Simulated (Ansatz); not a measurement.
Ansatz (a program for electronic structure) input:

Ansatz 0.2 input:
```yaml
crystal:
  periodic: [false, false, false]
  atoms:
    - {symbol: Se, position_ang: [-0.00000000, -0.00000000, -0.04223725]}
    - {symbol: H, position_ang: [0.00000000, 0.00000000, 1.43606647]}
basis:
  gaussian:
    orbitals: def2-TZVP
hamiltonian:
  xc: b3lyp
  dispersion: d3bj
total_charge: -1
phonons: {temperatures: {t_min: 298.15, t_max: 298.15, t_step: 100}}
```

Q: Predict the final energy.

A: -2402.23178 Eh (B3LYP-D3(BJ)/def2-TZVP). The basis has 54 functions.

Whether it binds its extra electron was not tested at this geometry.
